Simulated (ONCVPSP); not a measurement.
# Cutoff test, mercury (Hg), ONCV

mercury (Hg), optimised norm-conserving Vanderbilt (ONCV), made with ONCVPSP 4.0.1 (PBE, scalar-relativistic). Core [Xe] 4f14, reference 5d10 6s2. Waves: 6s: rc 2.45 bohr, ncon 4, nbas 9, qcut 2.7 1/bohr, 2 projectors, debl 0.9 Ha; p scattering state at 0.26 Ha: rc 2.65 bohr, ncon 4, nbas 7, qcut 2.7 1/bohr, 1 projector; 5d: rc 1.70 bohr, ncon 4, nbas 9, qcut 9 1/bohr, local; f scattering state at 0.09 Ha: rc 2.15 bohr, ncon 4, nbas 7, qcut 4.9 1/bohr, 3 projectors, debl 1.2 Ha. Local part: the d channel. Core correction: Teter function, fcfact 4, rcfact 1.45.

In the p channel the program set the typed energies aside and used 0.050 Ha.

Question: For each optimised wave give the share of its norm inside rc, the residual kinetic energy above qcut (Ha) and the cutoffs (Ha) for errors of 10, 1, 0.1 and 0.01 mHa per electron.

Answer:

```csv
wave,norm inside rc,residual KE,10 mHa,1 mHa,0.1 mHa,0.01 mHa
6s,0.460,2.5e-03,2.6,7.1,35.7,42.4
s projector 2,0.227,7.2e-03,3.5,7.3,22.3,46.6
p projector 1,0.351,1.3e-03,1.1,4.0,15.8,20.0
5d,0.697,9.7e-09,17.9,23.2,27.9,31.9
f projector 1,0.000,8.0e-08,0.1,0.3,0.7,3.1
f projector 2,0.257,4.4e-03,10.6,14.4,27.1,44.9
f projector 3,0.195,2.6e-02,13.7,17.5,46.1,69.0
```

The occupied waves need 23 Ha and 36 Ha for 1 and 0.1 mHa. Rows with under 1 % of the norm inside rc give no meaningful cutoff. Note: ghosts flagged at negative energy: s at -41.5 eV, p at -16.8 eV; no localised positive-energy state flagged. A true bound ghost makes a file unfit for plane-wave use.
